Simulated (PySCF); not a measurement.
GeCl2, SMILES [Cl][Ge][Cl] (connectivity only; charge and spin as stated), neutral, multiplicity 1. Geometry optimised at PBE-D3(BJ)/def2-TZVP. The isomer is the one that the SMILES or the coordinates give; other isomers of the formula were not compared.

The numbers are results of PySCF 2.14.0 with PBE-D3(BJ)/def2-TZVP, not measurements.

Harmonic wavenumbers (cm⁻¹): 147, 370, 389. Rotational constants (GHz): 7.094, 2.475, 1.835; symmetry number 2.

Task: Work out the zero-point energy and the ideal-gas rigid-rotor harmonic-oscillator thermochemistry at 298.15 K and 1 atm.

Result: ZPE = ½ Σ hcν = ½ × 907 cm⁻¹ = 5.42 kJ/mol. H − E(el) = 18.77 kJ/mol. Entropy in J/(mol K): translation 170.69, rotation 105.96, vibration 20.05, total 296.70. G − E(el) = -69.69 kJ/mol. Cp = 53.89 J/(mol K). Modes under 150 cm⁻¹ make the vibrational entropy uncertain.
